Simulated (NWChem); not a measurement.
The numbers come from NWChem runs, not from measurements. System: F₆S, charge 1, spin multiplicity 2, at the geometry of a parent with another charge or spin, in a state set for the comparison that need not be this species' ground state. Its SCF solution wasn't tested for a lower state. Level: UHF/def2-SVP.

Input file:

```
start mol
memory heap 200 mb stack 900 mb global 1100 mb
charge 1
geometry units angstroms nocenter noautoz
  F      0.000000     0.000000     1.592965
  S      0.000000     0.000000     0.000000
  F      1.592962     0.000000     0.000000
  F      0.000000     1.592961     0.000000
  F     -1.592962     0.000000     0.000000
  F      0.000000    -1.592961     0.000000
  F      0.000000     0.000000    -1.592965
  symmetry group D2h
end
basis spherical
  * library def2-svp
end
scf
  uhf
  nopen 1
  maxiter 100
  thresh 1e-7
  semidirect memsize 60000000 filesize 0
  # guess.movecs holds the orbitals of an unrestricted PBE0 run
  vectors input guess.movecs output mol.movecs
end
task scf energy
```

Output (cleaned and shortened):

```
             Northwest Computational Chemistry Package (NWChem) 7.3.0
             --------------------------------------------------------

                                NWChem Input Module
                                -------------------

 Scaling coordinates for geometry "geometry" by  1.889725989
 (inverse scale =  0.529177249)

 Turning off AUTOSYM since
 SYMMETRY directive was detected!

                             Geometry "geometry" -> ""
                             -------------------------

 Output coordinates in angstroms (scale by  1.889725989 to convert to a.u.)

  No.       Tag          Charge          X              Y              Z
 ---- ---------------- ---------- -------------- -------------- --------------
    1 F                    9.0000     0.00000000     0.00000000     1.59296500
    2 S                   16.0000     0.00000000     0.00000000     0.00000000
    3 F                    9.0000     1.59296200     0.00000000     0.00000000
    4 F                    9.0000     0.00000000     1.59296100     0.00000000
    5 F                    9.0000    -1.59296200     0.00000000     0.00000000
    6 F                    9.0000     0.00000000    -1.59296100     0.00000000
    7 F                    9.0000     0.00000000     0.00000000    -1.59296500

 Effective nuclear repulsion energy (a.u.)     555.7015513523

            Nuclear Dipole moment (a.u.)
            ----------------------------
        X                 Y               Z
 ---------------- ---------------- ----------------
     0.0000000000     0.0000000000     0.0000000000

      Symmetry information
      --------------------

 Group name             D2h
 Group number             26
 Group order               8
 No. of unique centers     4

      Symmetry unique atoms

     1    2    3    4


 Summary of "ao basis" -> "" (spherical)
 ------------------------------------------------------------------------------
       Tag                 Description            Shells   Functions and Types
 ---------------- ------------------------------  ------  ---------------------
 *                          def2-svp                  on all atoms

 Summary of "ao basis" -> "ao basis" (spherical)
 ------------------------------------------------------------------------------
       Tag                 Description            Shells   Functions and Types
 ---------------- ------------------------------  ------  ---------------------
 F                          def2-svp                 6       14   3s2p1d
 S                          def2-svp                 8       18   4s3p1d

                                 NWChem SCF Module
                                 -----------------

  ao basis        = "ao basis"
  functions       =   102
  atoms           =     7
  alpha electrons =    35
  beta  electrons =    34
  charge          =   1.00
  wavefunction    = UHF
  use symmetry    = T
  symmetry adapt  = T

 Summary of "ao basis" -> "ao basis" (spherical)
 ------------------------------------------------------------------------------
       Tag                 Description            Shells   Functions and Types
 ---------------- ------------------------------  ------  ---------------------
 F                          def2-svp                 6       14   3s2p1d
 S                          def2-svp                 8       18   4s3p1d

      Symmetry analysis of basis
      --------------------------

        ag         27
        au          3
        b1g         8
        b1u        16
[...]
  ----- ------------  ---------------      ----- ------------  ---------------
    38      0.442244  3 F  pz                66      0.442244  5 F  pz
    41     -0.328000  3 F  pz                69     -0.328000  5 F  pz
    27     -0.214684  2 S  pz

 Vector   34  Occ=1.000000D+00  E=-8.595600D-01  Symmetry=b3u
              MO Center=  2.6D-15,  3.1D-18, -4.4D-16, r^2= 3.0D+00
   Bfn.  Coefficient  Atom+Function         Bfn.  Coefficient  Atom+Function
  ----- ------------  ---------------      ----- ------------  ---------------
     4      0.442242  1 F  px                92      0.442242  7 F  px
     7     -0.328003  1 F  px                95     -0.328003  7 F  px
    25     -0.214692  2 S  px

 Vector   35  Occ=0.000000D+00  E=-5.985921D-01  Symmetry=b2g
              MO Center=  2.1D-17, -3.2D-18,  1.4D-17, r^2= 3.0D+00
   Bfn.  Coefficient  Atom+Function         Bfn.  Coefficient  Atom+Function
  ----- ------------  ---------------      ----- ------------  ---------------
     4      0.343317  1 F  px                38     -0.343295  3 F  pz
    66      0.343295  5 F  pz                92     -0.343317  7 F  px
     7     -0.261087  1 F  px                41      0.261065  3 F  pz
    69     -0.261065  5 F  pz                95      0.261087  7 F  px

 Vector   36  Occ=0.000000D+00  E=-1.797072D-01  Symmetry=ag
              MO Center=  8.9D-17, -8.1D-17,  1.3D-17, r^2= 2.1D+00
   Bfn.  Coefficient  Atom+Function         Bfn.  Coefficient  Atom+Function
  ----- ------------  ---------------      ----- ------------  ---------------
    17      1.067274  2 S  s                 18      0.571105  2 S  s
    16     -0.533009  2 S  s                 54      0.261957  4 F  py
    82     -0.261957  6 F  py                51     -0.256401  4 F  py
    79      0.256401  6 F  py                 9      0.246048  1 F  pz
    39      0.246050  3 F  px                67     -0.246050  5 F  px

 Vector   37  Occ=0.000000D+00  E= 2.719073D-02  Symmetry=b1u
              MO Center= -6.9D-18, -1.3D-17,  1.4D-15, r^2= 1.8D+00
   Bfn.  Coefficient  Atom+Function         Bfn.  Coefficient  Atom+Function
  ----- ------------  ---------------      ----- ------------  ---------------
    27      1.224009  2 S  pz                24      0.675695  2 S  pz
     3     -0.560717  1 F  s                 91      0.560717  7 F  s
     9      0.426555  1 F  pz                97      0.426555  7 F  pz
     6     -0.303166  1 F  pz                94     -0.303166  7 F  pz
    21      0.300067  2 S  pz                41     -0.174297  3 F  pz

 center of mass
 --------------
 x =   0.00000000 y =   0.00000000 z =   0.00000000

 moments of inertia (a.u.)
 ------------------
         688.630203582547           0.000000000000           0.000000000000
           0.000000000000         688.630635877305           0.000000000000
           0.000000000000           0.000000000000         688.628906696644

  Mulliken analysis of the total density
  --------------------------------------

    Atom       Charge   Shell Charges
 -----------   ------   -------------------------------------------------------
    1 F    9     9.17   1.99  1.16  0.83  3.26  1.92  0.01
    2 S   16    13.72   2.00  1.99  1.15 -0.14  5.94  1.46  0.37  0.95
    3 F    9     9.17   1.99  1.16  0.83  3.26  1.92  0.01
    4 F    9     9.30   1.99  1.15  0.84  3.30  2.01  0.01
    5 F    9     9.17   1.99  1.16  0.83  3.26  1.92  0.01
    6 F    9     9.30   1.99  1.15  0.84  3.30  2.01  0.01
    7 F    9     9.17   1.99  1.16  0.83  3.26  1.92  0.01

  Mulliken analysis of the alpha density
  --------------------------------------

    Atom       Charge   Shell Charges
 -----------   ------   -------------------------------------------------------
    1 F    9     4.73   1.00  0.59  0.41  1.76  0.97  0.01
    2 S   16     6.79   1.00  1.00  0.57 -0.07  2.97  0.72  0.15  0.46
    3 F    9     4.73   1.00  0.59  0.41  1.76  0.97  0.01
    4 F    9     4.64   1.00  0.57  0.42  1.64  1.01  0.01
    5 F    9     4.73   1.00  0.59  0.41  1.76  0.97  0.01
    6 F    9     4.64   1.00  0.57  0.42  1.64  1.01  0.01
    7 F    9     4.73   1.00  0.59  0.41  1.76  0.97  0.01

   Mulliken analysis of the beta density
   -------------------------------------

    Atom       Charge   Shell Charges
 -----------   ------   -------------------------------------------------------
    1 F    9     4.44   1.00  0.57  0.42  1.50  0.95  0.01
    2 S   16     6.92   1.00  1.00  0.58 -0.07  2.97  0.74  0.22  0.49
    3 F    9     4.44   1.00  0.57  0.42  1.50  0.95  0.01
    4 F    9     4.66   1.00  0.57  0.42  1.65  1.01  0.01
    5 F    9     4.44   1.00  0.57  0.42  1.50  0.95  0.01
    6 F    9     4.66   1.00  0.57  0.42  1.65  1.01  0.01
    7 F    9     4.44   1.00  0.57  0.42  1.50  0.95  0.01

   Mulliken analysis of the spin density
   -------------------------------------

    Atom       Charge   Shell Charges
 -----------   ------   -------------------------------------------------------
    1 F    9     0.29  -0.00  0.02 -0.01  0.26  0.02 -0.00
    2 S   16    -0.13  -0.00 -0.00 -0.00 -0.00 -0.00 -0.02 -0.07 -0.03
    3 F    9     0.29  -0.00  0.02 -0.01  0.26  0.02 -0.00
    4 F    9    -0.01   0.00 -0.00  0.00 -0.01  0.00  0.00
    5 F    9     0.29  -0.00  0.02 -0.01  0.26  0.02 -0.00
    6 F    9    -0.01   0.00 -0.00  0.00 -0.01  0.00  0.00
    7 F    9     0.29  -0.00  0.02 -0.01  0.26  0.02 -0.00

       Multipole analysis of the density wrt the origin
       ------------------------------------------------

     L   x y z        total         alpha         beta         nuclear
     -   - - -        -----         -----         ----         -------
     0   0 0 0      1.000000    -35.000000    -34.000000     70.000000

     1   1 0 0      0.000000      0.000000     -0.000000      0.000000
     1   0 1 0     -0.000000     -0.000000      0.000000      0.000000
     1   0 0 1      0.000000      0.000000      0.000000      0.000000

     2   2 0 0    -27.251253    -97.796958    -92.564453    163.110158
     2   1 1 0      0.000000      0.000000      0.000000      0.000000
     2   1 0 1     -0.000000     -0.000000      0.000000      0.000000
     2   0 2 0    -29.938588    -96.404796    -96.643745    163.109953
     2   0 1 1      0.000000      0.000000     -0.000000      0.000000
     2   0 0 2    -27.250871    -97.797467    -92.564177    163.110772

 Task  times  cpu:        2.6s     wall:        2.6s

 Total times  cpu:        2.6s     wall:        2.6s
```
